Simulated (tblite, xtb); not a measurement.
CF$_{2}$, charge +1, doublet, geometry from GFN2-xTB (a state made from the parent by changing its charge; the spin is typed, not shown lowest). Base run: GFN1-xTB (xtb).

Input for xtb:
```
$ xtb mol.xyz --gfn 1 --chrg 1 --uhf 1 --json

# file mol.xyz
3

F     -1.08652185    -0.17622641     0.03534141
C     -0.01345592     0.40889453     0.03501113
F      1.09549246    -0.09636994    -0.05868216
```

Programs used: tblite, xtb; a row that names a program was run with it.

Each row names what was changed in the base input (with any setting that the change needs).

```
change                                                         ΔE vs base (kcal/mol)  G_solv (kcal/mol)  SCF cycles
-------------------------------------------------------------  ---------------------  -----------------  ----------
base                                                                           0.000                  -           8
alpb = ch2cl2                                                                 -61.04             -61.05           8
acc = 30                                                                       0.000                  -           7
etemp = 3000                                                                  -0.105                  -           8
file = coord                                                                   0.000                  -           8
program = tblite; method = gfn1; option = (--efield, 0,0,0.1)                 -0.045                  -           -
etemp = 1000                                                                   0.000                  -           8
alpb = cs2                                                                    -51.78             -51.82           8
program = tblite; method = gfn1; option = (--etemp, 2000)                     -0.006                  -           -
```

ALPB and GBSA are two models with their own fitted parameters for each solvent, which aren't always the measured dielectric constant.
